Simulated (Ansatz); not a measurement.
Consider the ligand exchange at a Ge–C bond: `C[CH2][Ge][Cl]` + `CNC` → `C[N](C)[Ge][Cl]` + `CC`.

Isolated molecules relaxed with PBE0-D4/def2-TZVP in Ansatz; ΔE leaves out vibrations. CCSD(T)/CBS is the MP2 limit (def2-TZVPP, def2-QZVPP) plus CCSD(T) − MP2 in def2-TZVPP, frozen cores. This one scheme is used for every species. Functionals use def2-TZVPP. HSE06 is defined as in plane-wave codes. For Ge outer-core shells are correlated without core-valence functions, which leaves a few kJ/mol of doubt a bond. Scalar relativity is left out up to krypton. One conformer a species, not always the lowest.

`C[CH2][Ge][Cl]`:

Cartesian coordinates in Å:
```
C -0.891 -0.303 0.073
C 0.527 -0.368 -0.459
Ge 1.919 0.932 0.129
Cl 0.697 2.214 1.428
H -1.355 0.660 -0.147
H -1.519 -1.086 -0.362
H -0.915 -0.422 1.159
H 0.988 -1.349 -0.265
H 0.548 -0.278 -1.557
```

`CNC`:

Cartesian coordinates in Å:
```
C -0.794 -0.325 0.851
N -0.491 0.303 -0.414
C 0.928 0.385 -0.672
H -1.875 -0.415 0.973
H -0.421 0.301 1.667
H -0.346 -1.326 0.974
H -0.947 -0.200 -1.164
H 1.393 1.050 0.062
H 1.103 0.813 -1.661
H 1.452 -0.585 -0.616
```

`C[N](C)[Ge][Cl]`:

Cartesian coordinates in Å:
```
C 0.612 -0.501 0.848
N -0.293 -0.042 -0.175
C 0.160 1.160 -0.839
Ge -1.883 -0.734 -0.740
Cl -2.019 -2.488 0.605
H 0.230 -1.405 1.319
H 0.746 0.268 1.620
H 1.600 -0.718 0.422
H 0.274 1.987 -0.128
H -0.557 1.470 -1.605
H 1.130 1.002 -1.327
```

`CC`:

Z-matrix (Å, degrees):
```
C
C 1 1.519
H 1 1.093 2 111.4
H 1 1.093 2 111.4 3 120.0
H 1 1.093 2 111.4 3 -120.0
H 2 1.093 1 111.4 3 180.0
H 2 1.093 1 111.4 3 -60.0
H 2 1.093 1 111.4 3 60.0
```

```csv
level,ΔE (kJ/mol),difference from CCSD(T)/CBS
revPBE-D4,-115.0,-2.0
BLYP-D4,-120.7,-7.7
r2SCANh-D4,-116.5,-3.5
CAM-B3LYP-D4,-114.7,-1.7
B2PLYP,-117.4,-4.4
PBE-QIDH,-112.6,0.4
revPBE,-109.1,3.9
r2SCAN,-118.2,-5.2
PBE0,-107.9,5.1
r2SCANh,-115.7,-2.7
HSE06,-108.0,5.0
CCSD/def2-SVP,-118.5,-5.5
CCSD(T)/def2-SVP,-123.3,-10.3
CCSD/def2-TZVPP,-110.1,2.9
MP2/def2-QZVPP,-120.6,-7.6
CCSD/CBS(def2),-108.1,4.9
CCSD(T)/CBS,-113.0,0
```

Largest T1 diagnostic among the species: 0.014.

Leaving LDA and LC-ωPBE aside and taking each functional with its dispersion term where it has one, the values, not all of them listed here, spread over 11.9 kJ/mol, from BLYP-D4 to ωB97M-V. LDA lies −7.9 kJ/mol from PBE without D4. From BLYP to BHLYP (50 % exact exchange), in def2-TZVPP and without D4, ΔE moves by +7.2 kJ/mol.
